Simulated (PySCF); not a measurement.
From one molecule to another.

First species: C6H7N3.
SMILES: `C=Cc1cnnnc1C`

Second species: C₄H₉OP.
SMILES: `CP1(=O)CCC1`

Levels: CAM-B3LYP/def2-SVPD for dipole moment, HOMO energy, LUMO energy, HOMO–LUMO gap, static isotropic polarisability and electronic spatial extent ⟨r²⟩ about the centre of nuclear charge; TDDFT CAM-B3LYP/def2-SVPD for lowest singlet excitation; TDA CAM-B3LYP/def2-SVPD for lowest triplet excitation (Tamm–Dancoff); GFN2-xTB for rotational constant A and rotational constant C. Geometries: GFN2-xTB. All species are isolated and taken at one optimised geometry, non-relativistic unless stated; the electronic structure was computed with PySCF and density fitting.

The conformers computed, where there is a choice (atom-mapped SMILES and torsion angles):
- `[CH2:1]=[CH:2][c:3]1[cH:4][n:5][n:6][n:7][c:8]1[CH3:9]`: C1–C2–C3–C4 -30°

Values for the first species:

```
Dipole moment                                                     : 5.86 D
HOMO energy                                                       : -8.36 eV
LUMO energy                                                       : -1.16 eV
HOMO–LUMO gap                                                     : 7.20 eV
Lowest singlet excitation                                         : 3.46 eV
Lowest triplet excitation (Tamm–Dancoff)                          : 2.60 eV
Static isotropic polarisability                                   : 90.4 au
Electronic spatial extent ⟨r²⟩ about the centre of nuclear charge : 1128 bohr²
Rotational constant A                                             : 2.677 GHz
Rotational constant C                                             : 1.019 GHz
```

**Question.** Estimate the same properties for the second species, and the change in each.

**Answer.** 
| property | first | second | second less first |
| --- | --- | --- | --- |
| dipole moment | 5.86 D | 4.48 D | -1.38 D |
| HOMO energy | -8.36 eV | -8.95 eV | -0.59 eV |
| LUMO energy | -1.16 eV | 1.08 eV | +2.24 eV |
| HOMO–LUMO gap | 7.20 eV | 10.03 eV | +2.83 eV |
| lowest singlet excitation | 3.46 eV | 7.30 eV | +3.84 eV |
| lowest triplet excitation (Tamm–Dancoff) | 2.60 eV | 7.07 eV | +4.47 eV |
| static isotropic polarisability | 90.4 au | 70.7 au | -19.7 au |
| electronic spatial extent ⟨r²⟩ about the centre of nuclear charge | 1128 bohr² | 672 bohr² | -456 bohr² |
| rotational constant A | 2.677 GHz | 4.323 GHz | +1.646 GHz |
| rotational constant C | 1.019 GHz | 2.311 GHz | +1.292 GHz |

On the first: No computed singlet falls in the visible range (750 to 380 nm, 1.65 to 3.26 eV); S1 lies 0.20 eV above its blue end.

On the second: The dipole equals about 14.9 × 10⁻³⁰ C·m (1 D = 3.33564 × 10⁻³⁰ C·m). In wavenumbers S1 is 58900 cm⁻¹ (1 eV = 8065.54 cm⁻¹).
